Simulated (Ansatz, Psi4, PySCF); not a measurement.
C₂H₅ (SMILES [CH2]C), doublet, at a GFN2-xTB geometry, atoms displaced at random by about 0.03 Å a coordinate. Base run: PBE/def2-SVP, gradient run with PySCF.

PySCF was given this input:
```python
from pyscf import gto, scf, dft

mol = gto.M(
    atom='''
C     0.00364820   -0.63105052   -0.06033118
C     0.03959057    0.81386974    0.04362419
H     0.93956354   -1.07144253   -0.03234355
H    -0.47724149   -1.04811005    0.85395268
H    -0.55043937   -1.09307618   -0.88485185
H     0.14565498    1.27264040    0.94206659
H     0.11867922    1.34178100   -0.86524973
''',
    basis='def2-svp',
    spin=1,
    verbose=4,
)

mf = dft.UKS(mol)
mf.xc = 'pbe'
mf.kernel()
g = mf.nuc_grad_method()
grad = g.kernel()
```

Programs used: Ansatz (an electronic-structure program), Psi4, PySCF; a row that names a program was run with it.

The coordinate followed is x of atom 4.

Each row names what was changed in the base input (with any setting that the change needs).

| change | dE/dx (Eh/bohr) | net force (Eh/bohr) |
|---|---|---|
| base | 0.001173 | 0.000003 |
| finite difference step (bohr) = 0.05; conv_tol = 1e-11 | 0.001160 | - |
| finite difference step (bohr) = 1e-5; conv_tol = 1e-11 | 0.001169 | - |
| code = ansatz | 0.001173 | 0.000000 |
| conv_tol = 1e-11 | 0.001173 | 0.000003 |
| grids.level = 0; grid_response = on | 0.002295 | 0.000000 |
| finite difference step (bohr) = 0.01; conv_tol = 1e-11 | 0.001169 | - |
| conv_tol = 1e-6 | 0.001169 | 0.000003 |
| code = psi4 | 0.001182 | 0.000005 |
| grid_response = on | 0.001169 | 0.000000 |
| finite difference step (bohr) = 1e-3; conv_tol = 1e-11 | 0.001170 | - |
| grids.level = 5; grid_response = on | 0.001172 | 0.000000 |

The net force is zero for an exact gradient.

Open shells are given as the SCF converged; they aren't shown to be the lowest states, and a large step between rows can be another state.
